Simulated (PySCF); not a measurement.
**Correlation energy of In⁺ (indium, charge +1)**

[Kr] 4d10 5s1 6s1, high-spin 3S determinant (an excited configuration). Calculation: PySCF 2.14, in aug-cc-pwCVTZ-DK3; the spin-free X2C one-electron Hamiltonian (Gaussian nucleus). Frozen: [Kr] 4d10; 2 electrons correlated.

With two correlated electrons CCSD is exact within the correlated space (frozen core and kept virtual orbitals).

```
level  correlation energy (mhartree)
 CCSD                          -5.69
```

Diagnostics: T1 = 0.010, D1 = 0.0203, largest double amplitude 0.051.

**Question.** Is a single reference adequate?

**Answer.** Yes, within this model without spin-orbit coupling: T1 lies below 0.03 and no double amplitude reaches 0.07.
